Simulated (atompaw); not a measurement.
## Reading a pseudo-wave (oxygen (O))

Columns: radius, all-electron u(r) and pseudo u(r) of the 2s shell (level -24.37 eV) of oxygen in the configuration [He] 2s1 2p5; PBE, non-relativistic, PAW (atompaw) scheme, atompaw 4.2.0.5.

```csv
r (bohr),all-electron,pseudo
0.087,0.4154,-0.1001
0.173,0.3196,-0.1970
0.260,0.0546,-0.2912
0.346,-0.2290,-0.3787
0.433,-0.4792,-0.4599
0.519,-0.6725,-0.5315
0.606,-0.8119,-0.5941
0.692,-0.9002,-0.6454
0.779,-0.9480,-0.6861
0.865,-0.9632,-0.7150
0.952,-0.9541,-0.7329
1.038,-0.9277,-0.7398
1.125,-0.8888,-0.7365
1.212,-0.8421,-0.7239
1.298,-0.7913,-0.7033
1.385,-0.7377,-0.6755
1.471,-0.6843,-0.6425
1.558,-0.6312,-0.6050
1.644,-0.5805,-0.5653
1.731,-0.5315,-0.5236
1.817,-0.4858,-0.4822
1.904,-0.4424,-0.4411
1.990,-0.4025,-0.4022
2.077,-0.3651,-0.3651
2.163,-0.3310,-0.3311
2.250,-0.2994,-0.2994
```

Problem. How many radial nodes do the two functions have?

Solution. The all-electron 2s function has n − l − 1 = 1; the pseudo-wave has 0, since the states of the same l below it are removed with the core.

Problem. Is the pseudo-wave norm-conserving?

Solution. No, it belongs to a PAW set: the norm inside the radius is not constrained, and the difference is carried by the augmentation charge.
